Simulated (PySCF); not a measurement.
Geometry:
```tsv
atom	x (Å)	y (Å)	z (Å)
C1	-0.009	1.462	-0.259
O2	-0.102	0.068	-0.001
C3	-1.395	-0.417	0.307
Al4	1.461	-1.146	-0.046
F5	2.567	0.082	-0.428
H6	-0.638	1.724	-1.125
H7	1.047	1.662	-0.476
H8	-0.334	2.029	0.628
H9	-2.080	-0.235	-0.536
H10	-1.779	0.073	1.216
H11	-1.312	-1.497	0.483
H12	1.070	-2.129	-1.239
H13	1.497	-1.672	1.460
```

Geometry: PBE0-D3(BJ)/def2-SVP; GIAO absolute shieldings from PySCF, gas phase, non-relativistic, averaged over equivalent atoms.

At PBE0/aug-cc-pVDZ (191 basis functions, 19 s wall time on 1 thread of an Arm Neoverse V1, shared host):
```json
{"atoms": "C1/C3", "σ (ppm)": "139.4"}
{"atoms": "O2", "σ (ppm)": "337.7"}
{"atoms": "Al4", "σ (ppm)": "494.4"}
{"atoms": "F5", "σ (ppm)": "372.9"}
{"atoms": "H12/H13", "σ (ppm)": "27.10"}
{"atoms": "H6/H7/H8/H9/H10/H11", "σ (ppm)": "27.69"}
```

Task: Estimate the result of repeating the calculation with PBE0/cc-pVTZ.

Result: 
```tsv
atoms	σ at PBE0/cc-pVTZ	change
C1/C3	129.0	-10.4
O2	330.0	-7.7
Al4	444.7	-49.7
F5	358.8	-14.1
H12/H13	27.27	+0.17
H6/H7/H8/H9/H10/H11	27.66	-0.03
```

The largest change is at Al4 (aluminium bonded to F, O, 2 H). Cost: 266 basis functions, 30 s wall time on 1 thread of an Arm Neoverse V1, shared host.
